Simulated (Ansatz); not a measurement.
Species: H₃ClSi, SMILES `[SiH3]Cl` (charge 0, multiplicity 1).

Task: Give a relaxed geometry from r2SCAN-D4/def2-TZVP in Ansatz (a quantum-chemistry and plane-wave program).

Result: the end point of this relaxation (outside a Z-matrix the atoms follow the SMILES, hydrogens last).
Z-matrix (Å, degrees):
```
Si
H 1 1.4795
H 1 1.4795 2 110.31
H 1 1.4795 2 110.31 3 122.11
Cl 1 2.0555 2 108.62 4 118.95
```
